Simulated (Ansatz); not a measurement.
Harmonic frequencies (cm⁻¹) at PBE0-D4/def2-TZVP from Ansatz: 35, 57, 88, 99, 143, 187, 252, 290, 483, 525, 582, 649, 740, 757, 790, 863, 867, 917, 935, 954, 1152, 1181, 1216, 1481, 1492, 1498, 2210, 2258, 2269, 2279, 3031, 3101, 3137.

Each molecule was computed in one conformer, which needn't be the lowest.

Q: Which molecule is it?
A. `N[SiH2][SiH](N)Cl`
B. `CN([SiH3])[SiH2]F`
C. `Cl[SiH](Cl)C[CH2][GeH3]`
D. `CO[SiH2]S[SiH2]F`

A: D.
